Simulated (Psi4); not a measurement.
Cl2Sb (SMILES [Cl][Sb][Cl]), doublet (typed; the unrestricted solution is spin-contaminated), geometry from GFN2-xTB (the spin is typed, not shown lowest) (all electrons, no relativity), with bond 3-1 at 1.6 times its length; R2SCAN/STO-3G (Psi4).

Psi4 was given this input:
```
memory 2 GB

molecule {
0 2
  Sb    0.40500205   -0.02305416    0.49689672
  Cl    0.72554758    0.35536175   -1.81698212
  Cl   -3.34788721   -0.44408635    0.22392910
}

set basis sto-3g
set reference uks
set scf_type pk

energy('r2scan')
print_variables()
```

The log (banner, timings and long lists left out):

```
   => Loading Basis Set <=

    Name: STO-3G
    Role: ORBITAL
    Keyword: BASIS

         ---------------------------------------------------------
                                   SCF
               by Justin Turney, Rob Parrish, Andy Simmonett
                          and Daniel G. A. Smith
                              UKS Reference
         ---------------------------------------------------------

  ==> Geometry <==

    Molecular point group: cs
    Full point group: Cs

    Geometry (in Angstrom), charge = 0, multiplicity = 2:

       Center              X                  Y                   Z               Mass
    ------------   -----------------  -----------------  -----------------  -----------------
         SB          -0.467861105745    -0.633554478974     0.000000000000   120.903812000000
         CL           1.876433215610    -0.956459199911     0.000000000000    34.968852682000
         CL          -0.258816770326     3.146955763075     0.000000000000    34.968852682000

  Running in cs symmetry.

  Rotational constants: A =      0.11940  B =      0.03853  C =      0.02913 [cm^-1]
  Rotational constants: A =   3579.50747  B =   1154.95657  C =    873.20880 [MHz]
  Nuclear repulsion =  348.111801915817182

  Charge       = 0
  Multiplicity = 2
  Electrons    = 85
  Nalpha       = 43
  Nbeta        = 42

  ==> Algorithm <==

  SCF Algorithm Type is PK.
  DIIS enabled.
  MOM disabled.
  Fractional occupation disabled.
  Guess Type is SAD.
  Energy threshold   = 1.00e-06
  Density threshold  = 1.00e-06
  Integral threshold = 1.00e-12

  ==> Primary Basis <==

  Basis Set: STO-3G
    Blend: STO-3G
    Number of shells: 21
    Number of basis functions: 45
    Number of Cartesian functions: 47
    Spherical Harmonics?: true
    Max angular momentum: 2

  ==> DFT Potential <==

   => LibXC <=

    Version 7.1.2
    S. Lehtola, C. Steigemann, M. J. T. Oliveira, and M. A. L. Marques,  SoftwareX 7, 1–5 (2018) (10.1016/j.softx.2017.11.002)

   => Composite Functional: R2SCAN <=

    r2SCAN Meta-GGA XC Functional  (0.1021/acs.jpclett.0c02405)
    J. W. Furness, A. D. Kaplan, J. Ning, J. P. Perdew, J. Sun  J. Phys. Chem. Lett.  11, 8208–8215, 2020

    Deriv               =              1
    GGA                 =           TRUE
    Meta                =           TRUE

    Exchange Hybrid     =          FALSE
    MP2 Hybrid          =          FALSE

   => Exchange Functionals <=

    1.0000   XC_MGGA_X_R2SCAN

   => Correlation Functionals <=

    1.0000   XC_MGGA_C_R2SCAN

   => LibXC Density Thresholds  <==

    XC_MGGA_C_R2SCAN:  1.00E-15
    XC_MGGA_X_R2SCAN:  1.00E-11

   => Molecular Quadrature <=

    Radial Scheme          =       TREUTLER
    Pruning Scheme         =           NONE
    Nuclear Scheme         =       TREUTLER

    Blocking Scheme        =         OCTREE
    BS radius alpha        =              1
    Pruning alpha          =              1
    Radial Points          =             75
    Spherical Points       =            302
    Total Points           =          58913
    Total Blocks           =            508
    Max Points             =            255
    Max Functions          =             39
    Weights Tolerance      =       1.00E-15

  ==> Integral Setup <==

  Using in-core PK algorithm.
   Calculation information:
      Number of atoms:                   3
      Number of AO shells:              21
      Number of primitives:             63
      Number of atomic orbitals:        47
      Number of basis functions:        45

      Integral cutoff                 1.00e-12
      Number of threads:                 1

  Performing in-core PK
  Using 1072260 doubles for integral storage.
  We computed 15043 shell quartets total.
  Whereas there are 26796 unique shell quartets.

  ==> DiskJK: Disk-Based J/K Matrices <==

    J tasked:                  Yes
    K tasked:                   No
    wK tasked:                  No
    Schwarz Cutoff:          1E-12

  Minimum eigenvalue in the overlap matrix is 3.3870916190E-01.
  Reciprocal condition number of the overlap matrix is 1.9551329979E-01.
    Using symmetric orthogonalization.

  ==> Pre-Iterations <==

  SCF Guess: Superposition of Atomic Densities via on-the-fly atomic UHF (no occupation information).

   -------------------------
    Irrep   Nso     Nmo
   -------------------------
     A'        33      33
     A"        12      12
   -------------------------
    Total      45      45
   -------------------------

  ==> Iterations <==

                        Total Energy        Delta E     RMS |[F,P]|

   @UKS iter SAD: -7161.76975067672265   -7.16177e+03   0.00000e+00
    Occupation by irrep:
             Ap   App
    DOCC [    31,   11 ]
    SOCC [     1,    0 ]
    NA   [    32,   11 ]
    NB   [    31,   11 ]

   @UKS iter   1: -7163.71840866202274   -1.94866e+00   1.03712e-02 ADIIS/DIIS
   @UKS iter   2: -7158.57531640480465    5.14309e+00   9.00749e-03 ADIIS/DIIS
    Occupation by irrep:
             Ap   App
    DOCC [    31,   11 ]
    SOCC [     0,    1 ]
    NA   [    31,   12 ]
    NB   [    31,   11 ]

   @UKS iter   3: -7163.64281956377272   -5.06750e+00   6.52529e-03 ADIIS/DIIS
   @UKS iter   4: -7163.79812382490854   -1.55304e-01   3.41000e-03 ADIIS/DIIS
   @UKS iter   5: -7163.84050238370583   -4.23786e-02   3.52679e-03 ADIIS/DIIS
   @UKS iter   6: -7163.90413949875801   -6.36371e-02   1.83252e-03 ADIIS/DIIS
   @UKS iter   7: -7163.83246232629972    7.16772e-02   3.51460e-03 ADIIS/DIIS
   @UKS iter   8: -7163.80459328093821    2.78690e-02   3.19423e-03 ADIIS/DIIS
   @UKS iter   9: -7163.89382010165173   -8.92268e-02   2.61643e-03 ADIIS/DIIS
   @UKS iter  10: -7163.91036086997065   -1.65408e-02   1.64181e-03 ADIIS/DIIS
   @UKS iter  11: -7163.91401880456760   -3.65793e-03   1.25312e-03 ADIIS/DIIS
   @UKS iter  12: -7163.90711116588591    6.90764e-03   1.72757e-03 ADIIS/DIIS
   @UKS iter  13: -7163.91546284165270   -8.35168e-03   5.93874e-04 ADIIS/DIIS
   @UKS iter  14: -7163.84609809737958    6.93647e-02   5.15047e-03 ADIIS/DIIS
   @UKS iter  15: -7163.86448013485551   -1.83820e-02   4.63379e-03 ADIIS/DIIS
   @UKS iter  16: -7163.82681004993265    3.76701e-02   5.85782e-03 ADIIS/DIIS
   @UKS iter  17: -7163.82523488681545    1.57516e-03   5.98496e-03 ADIIS/DIIS
   @UKS iter  18: -7163.89859711345707   -7.33622e-02   2.63907e-03 ADIIS/DIIS
   @UKS iter  19: -7163.91077491657779   -1.21778e-02   1.69391e-03 ADIIS/DIIS
   @UKS iter  20: -7163.90676303584132    4.01188e-03   2.10024e-03 ADIIS/DIIS
   @UKS iter  21: -7163.91173902874925   -4.97599e-03   1.62459e-03 ADIIS/DIIS
   @UKS iter  22: -7163.91042833560186    1.31069e-03   1.80968e-03 ADIIS/DIIS
   @UKS iter  23: -7163.92030442524992   -9.87609e-03   4.87416e-04 ADIIS/DIIS
   @UKS iter  24: -7163.92203830512881   -1.73388e-03   6.34407e-04 ADIIS/DIIS
   @UKS iter  25: -7163.92346349168110   -1.42519e-03   3.34334e-04 ADIIS/DIIS
   @UKS iter  26: -7163.92223266095061    1.23083e-03   6.04035e-04 ADIIS/DIIS
   @UKS iter  27: -7163.92386124499535   -1.62858e-03   1.26991e-04 ADIIS/DIIS
   @UKS iter  28: -7163.92395530434169   -9.40593e-05   3.41622e-05 DIIS
   @UKS iter  29: -7163.92397143507060   -1.61307e-05   2.00580e-05 DIIS
   @UKS iter  30: -7163.92397394640921   -2.51134e-06   1.83618e-05 DIIS
   @UKS iter  31: -7163.92397739171065   -3.44530e-06   4.80954e-06 DIIS
   @UKS iter  32: -7163.92397766978047   -2.78070e-07   1.08723e-06 DIIS
   @UKS iter  33: -7163.92397767794500   -8.16453e-09   2.57136e-08 DIIS
  Energy and wave function converged.

  ==> Post-Iterations <==

   Electrons on quadrature grid:
      Nalpha   =   43.0000033141 ; deviation = 3.314e-06
      Nbeta    =   42.0000031301 ; deviation = 3.130e-06
      Ntotal   =   85.0000064442 ; deviation = 6.444e-06

   @Spin Contamination Metric:   5.954580421E-01
   @S^2 Expected:                7.500000000E-01
   @S^2 Observed:                1.345458042E+00
   @S   Expected:                5.000000000E-01
   @S   Observed:                5.000000000E-01

    Orbital Energies [Eh]
    ---------------------

    Alpha Occupied:

[...]
      12App   -0.150669

    Alpha Virtual:

[...]
    Beta Occupied:

[...]
    Beta Virtual:

[...]
    Final Occupation by Irrep:
             Ap   App
    DOCC [    31,   11 ]
    SOCC [     0,    1 ]
    NA   [    31,   12 ]
    NB   [    31,   11 ]

  @UKS Final Energy: -7163.92397767794500

   => Energetics <=

    Nuclear Repulsion Energy =            348.1118019158171819
    One-Electron Energy =              -10586.9841890307288850
    Two-Electron Energy =                3297.9531096881814847
    DFT Exchange-Correlation Energy =    -223.0047002512144445
    Empirical Dispersion Energy =           0.0000000000000000
    VV10 Nonlocal Energy =                  0.0000000000000000
    Total Energy =                      -7163.9239776779450040

  UHF NO Occupations:
  HONO-2 :   30 Ap 1.9984870
  HONO-1 :   31 Ap 1.6384087
  HONO-0 :   12App 1.0000000
  LUNO+0 :   32 Ap 0.3615913
  LUNO+1 :   33 Ap 0.0015130

Computation Completed

Properties will be evaluated at   0.000000,   0.000000,   0.000000 [a0]

Properties computed using the SCF density matrix

 Multipole Moments:

 ------------------------------------------------------------------------------------
     Multipole            Electronic (a.u.)      Nuclear  (a.u.)        Total (a.u.)
 ------------------------------------------------------------------------------------

 L = 1.  Multiply by 2.5417464519 to convert [e a0] to [Debye]
 Dipole X            :         -7.5496912            6.8758879           -0.6738034
 Dipole Y            :        -10.9824446            9.3109889           -1.6714556
 Dipole Z            :          0.0000000            0.0000000            0.0000000
 Magnitude           :                                                    1.8021584

 ------------------------------------------------------------------------------------

  Variable Map:
  ----------------------------------------------------------------------------
[...]
  Array Variable Map:
  ----------------------------------------------------------------------------
[...]
[...]
```
